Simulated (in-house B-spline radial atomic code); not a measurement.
The zirconium ion Zr⁶⁺: [Ar] 3d10 4s2 4p4

Method: non-relativistic LDA exchange-only, spin-polarised, spherical fractional occupations, point nucleus. Calculated with an all-electron radial atomic-structure program (B-spline basis).

Z_r = [3n² - l(l+1)]/(2<r>); Z_e = n√(-2ε); the last column is Slater's effective charge. Values are occupation-weighted means over spin.

```tsv
shell	electrons	ε (eV)	<r> (bohr)	Z_r	Z_e	Slater
1s	2	-17479	0.03819	39.28	35.84	39.70
2s	2	-2456.2	0.1675	35.81	26.87	35.85
2p	6	-2259.6	0.1438	34.78	25.77	35.85
3s	2	-468.18	0.4704	28.70	17.60	28.75
3p	6	-394.29	0.4668	26.78	16.15	28.75
3d	10	-259.12	0.4496	23.35	13.09	18.85
4s	2	-125.76	1.172	20.47	12.16	12.95
4p	4	-104.91	1.256	18.31	11.11	12.95
```

The least bound orbital is 4p down at -102.6 eV, and it is also the most diffuse (<r> = 1.259 bohr).
